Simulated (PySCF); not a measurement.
Energy of Sc⁺ (scandium, charge +1) between two integer charges

The 4s alpha orbital of [Ar] 3d1 4s1 is emptied in steps (occupation f), with all orbitals relaxed, ending at [Ar] 3d1. Calculation: PySCF 2.14, in aug-cc-pVTZ-DK (8s7p5d3f2g, 93 functions); scalar relativity by spin-free X2C-1e. The exact energy is a straight line in f; departures are measured from the line between the end points of the same method.

| f | UHF (eV) |
| --- | --- |
| 1 | 0.000 |
| 0.8 | 0.012 |
| 0.6 | 0.017 |
| 0.4 | 0.016 |
| 0.2 | 0.011 |
| 0 | 0.000 |

**Question.** For UHF, how does the orbital energy at f = 1 compare with the removal energy?

**Answer.** −ε = 12.298 eV against a total-energy difference of 12.223 eV. By Janak's theorem ε = ∂E/∂f, so the gap between them reflects the curvature. Along the path −ε is 12.265 (f = 0.8), 12.235 (f = 0.6), 12.208 (f = 0.4), 12.182 (f = 0.2) eV.

Reference removal energy between the ground levels: 12.800 eV (measured; NIST Atomic Spectra Database, ionization energies). The calculation has no spin-orbit coupling. UHF lacks correlation.
